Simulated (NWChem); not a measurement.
AlAsH2F2; SMILES [F][Al]([F])[AsH2]

```xyz
6

Al    -0.0002     1.0358     0.0000
As     0.0467    -1.3643     0.0000
H     -1.0049    -1.3786     1.1052
H     -1.0049    -1.3786    -1.1052
F      0.0262     1.9064    -1.4113
F      0.0262     1.9064     1.4113
```
Atoms are numbered in this order, from 1.

The geometry was optimised at PBE0/def2-SVP. B3LYP is NWChem's, with the RPA form of VWN correlation.

Symmetry labels are those of Cs in the frame above (b1 and b2, or b-type labels, depend on it).

List the 4 lowest vertical singlet excitations from B3LYP/def2-SVPD, TDA (NWChem).


| state | energy (eV) | oscillator strength | symmetry | leading excitation (squared amplitude) |
|---|---|---|---|---|
| S1 | 5.74 | 0.112 | a' | HOMO → LUMO (0.63) |
| S2 | 6.33 | 0.220 | a' | HOMO → LUMO+1 (0.60) |
| S3 | 6.37 | 0.004 | a" | HOMO → LUMO+2 (0.98) |
| S4 | 6.93 | 0.088 | a' | HOMO−1 → LUMO (0.86) |
